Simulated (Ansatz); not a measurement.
Reaction: H2BSO (SMILES O[B]S, doublet) → H2BSO (SMILES [O]BS, doublet)
Each species at its own B3LYP-D3(BJ)/def2-TZVP minimum (Ansatz, an electronic-structure program), one conformer.

Total energies in hartree (Ansatz). Open shells are spin-unrestricted; no spin-orbit coupling. Cores are frozen in correlated methods. No relativity.

```tsv
species	HF/cc-pV(T+d)Z	CCSD(T)/cc-pV(T+d)Z	HF/cc-pV(Q+d)Z	CCSD(T)/cc-pV(Q+d)Z	CCSD(T)/cc-pV(D+d)Z	CCSDT(Q)/cc-pV(D+d)Z
1: H2BSO (SMILES S[B]O, doublet)	-498.32400	-498.86262	-498.33548	-498.91157	-498.70023	-498.70227
2: H2BSO (SMILES SB[O], doublet)	-498.32983	-498.85587	-498.34075	-498.90308	-498.69946	-498.70209
```

### Question
Work out the isomerisation energy (electronic) in kJ/mol: take Hartree-Fock from cc-pV(Q+d)Z, extrapolate the CCSD(T) correlation energy as X^-3 (X = 3, 4), and add CCSDT(Q) - CCSD(T) in cc-pV(D+d)Z. 1 hartree = 2625.5 kJ/mol.

### Answer

Species 1: correlation (64·(-0.57609) - 27·(-0.53862))/37 = -0.60343; step -0.00204; E1 = -498.33548 + (-0.60343) + (-0.00204) = -498.94095
Species 2: correlation (64·(-0.56233) - 27·(-0.52604))/37 = -0.58881; step -0.00263; E2 = -498.34075 + (-0.58881) + (-0.00263) = -498.93219
-1·E1 +1·E2 = 0.00876 hartree = 23.0 kJ/mol.
